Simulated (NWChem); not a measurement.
System: Si2H5O2F; SMILES O[SiH2]O[SiH2]F

```xyz
10

O      1.1694     1.4510     0.4034
Si    -0.4099     1.5146    -0.0870
O     -1.0591    -0.0273    -0.0768
Si    -0.4257    -1.5399     0.0009
F      1.1141    -1.4351    -0.5356
H      1.7361     0.8275    -0.0657
H     -1.1320     2.3569     0.8950
H     -0.5553     2.0337    -1.4755
H     -1.1656    -2.4464    -0.9088
H     -0.3688    -2.0397     1.3964
```
Atoms are numbered in this order, from 1.

Computed with NWChem. Geometry: optimised at PBE0/def2-SVP. Level: PBE0/def2-SVP with SMD (1 M gas to 1 M solution), gas-phase geometry. Reactions with the solvent are ignored.

For solvent water:

```yaml
cavity-dispersion-structure term (kcal/mol): 3.3
dipole in solution (D): 1.32
```

Problem. What are these values for solvent toluene?

Solution. 
| Quantity | Value |
|---|---|
| cavity-dispersion-structure term (kcal/mol) | -0.9 |
| dipole in solution (D) | 1.15 |
